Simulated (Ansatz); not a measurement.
Computed with Ansatz on PBE0-D4/def2-TZVP structures; ΔE is electronic, products minus reactants. CCSD(T)/CBS adds triple-zeta CCSD(T) − MP2 to the extrapolated MP2 energy (def2 sets, frozen cores). Functionals use def2-TZVPP. def2 core potentials past Kr. For Sn, W outer-core shells are correlated without core-valence functions, which leaves a few kJ/mol of doubt a bond.

Reaction (redistribution): `N#[C][Sn]([F])([C]#N)[C]#N` + `C[N]=[W](=[O])([Cl])[Cl]` → `N#[C][Sn]([Cl])([C]#N)[C]#N` + `C[N]=[W](=[O])([F])[Cl]`

`N#[C][Sn]([F])([C]#N)[C]#N`:

Cartesian coordinates in Å:
```
N 2.278 0.145 -2.142
C 1.400 -0.027 -1.417
Sn -0.171 -0.309 -0.097
F -1.052 -1.899 -0.598
C -1.550 1.232 -0.223
N -2.304 2.099 -0.288
C 0.508 -0.559 1.844
N 0.891 -0.681 2.922
```

`C[N]=[W](=[O])([Cl])[Cl]`:

```xyz
9

C    -1.348    0.513    0.706
N    -0.114   -0.097    0.374
W     1.228   -0.458   -0.666
O     0.958    0.363   -2.127
Cl    1.215   -2.701   -1.037
Cl    3.099    0.362    0.332
H    -1.732    1.118   -0.122
H    -1.220    1.154    1.584
H    -2.086   -0.255    0.955
```

`N#[C][Sn]([Cl])([C]#N)[C]#N`:

Cartesian coordinates in Å:
```
N 0.063 -1.728 -2.600
C 0.124 -1.015 -1.698
Sn 0.242 0.285 -0.081
Cl 1.679 1.981 -0.566
C 0.921 -0.753 1.585
N 1.303 -1.325 2.509
C -1.645 1.059 0.315
N -2.687 1.495 0.535
```

`C[N]=[W](=[O])([F])[Cl]`:

Z-matrix (Å, degrees):
```
C
W 1 3.079
N 1 1.418 2 13.7
H 1 1.095 2 97.6 3 -177.8
H 1 1.094 2 117.1 3 -61.9
H 1 1.094 2 115.7 3 67.2
F 2 1.866 1 113.2 3 63.2
O 2 1.698 1 95.8 3 178.0
Cl 2 2.275 1 111.5 3 -68.6
```

| species | revPBE-D4 energy (Eh) |
| --- | --- |
| `N#[C][Sn]([F])([C]#N)[C]#N` | -592.79258 |
| `C[N]=[W](=[O])([Cl])[Cl]` | -1157.58956 |
| `N#[C][Sn]([Cl])([C]#N)[C]#N` | -953.08581 |
| `C[N]=[W](=[O])([F])[Cl]` | -797.30849 |

Problem. Work out ΔE.

Solution. ΔE = (-953.08581) + (-797.30849) − (-592.79258) − (-1157.58956) = -0.01216 Eh = -31.9 kJ/mol. CCSD(T)/CBS gives -27.0 kJ/mol.

Largest T1 diagnostic among the species: 0.020, so the coupled-cluster value is less sure than usual.

In def2-TZVPP, CCSD(T) changes the Hartree–Fock value by +11.7 kJ/mol (the triples alone add +3.2 kJ/mol) and MP2 by +22.9 kJ/mol. Leaving LDA and LC-ωPBE aside and taking each functional with its dispersion term where it has one, the values, not all of them listed here, spread over 9.2 kJ/mol, from ωB97X-V to B2PLYP. At CCSD(T), def2-SVP lies −7.2 kJ/mol from the extrapolated value and def2-TZVPP −1.7 kJ/mol.
